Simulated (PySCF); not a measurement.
Magnetic susceptibility: `Cc1pcc(C(F)(F)F)s1`, C$_{5}$H$_{4}$F$_{3}$PS

Geometry (Å), atoms numbered from 1 in this order:
```xyz
14

C     2.8354    0.3247    0.1464
C     1.4148   -0.1115    0.0203
P     0.9233   -1.7326   -0.2739
C    -0.7893   -1.3170   -0.2617
C    -1.1131   -0.0137   -0.0570
C    -2.5112    0.5004    0.0048
F    -2.6027    1.8060   -0.2827
F    -3.0629    0.3454    1.2258
F    -3.3226   -0.1426   -0.8500
S     0.1852    1.0909    0.1848
H     3.0679    1.1081   -0.5746
H     3.0325    0.7219    1.1423
H     3.4971   -0.5205   -0.0288
H    -1.5552   -2.0602   -0.4180
```

Computed, not measured: GIAO PBE/pcSseg-1 magnetisability, rotational g tensor and spin-rotation constants, non-relativistic, gas phase in PySCF. Geometry: GFN2-xTB.

What are the magnetisability and the molar susceptibility?

Isotropic -1550 × 10⁻³⁰ J/T², or -93.4 × 10⁻⁶ cm³/mol; principal values -2059, -1328, -1264 × 10⁻³⁰ J/T², anisotropy 765 × 10⁻³⁰ J/T² (root of half the summed squared differences of the principal values). The susceptibility is in cgs units.

Split it along the inertial axes a, b, c into diamagnetic and paramagnetic parts about the centre of mass, with the quadrupole moment.


```csv
axis,χ (10⁻⁶ cm³/mol),diamagnetic (10⁻⁶ cm³/mol),paramagnetic (10⁻⁶ cm³/mol),summed x² of all electrons (Å²),quadrupole Θ (D Å)
a,-79.9,-663.2,583.3,391.6,+0.82
b,-76.2,-1820.5,1744.3,118.8,+2.98
c,-124.0,-2165.7,2041.7,37.5,-3.80
```
Anisotropies 2χaa − χbb − χcc = +40.4 and 2χbb − χaa − χcc = +51.5 × 10⁻⁶ cm³/mol. Θ is traceless in Buckingham's convention.

And the rotational g tensor?


```tsv
axis	rotational constant (GHz)	g	nuclear part	electronic part
a	2.0437	-0.0430	0.5170	-0.5600
b	0.6488	-0.0152	0.5165	-0.5317
c	0.5402	+0.0005	0.5187	-0.5182
```
Asymmetric top; isotopes 12C, 19F, 1H, 31P, 32S; no vibrational averaging.
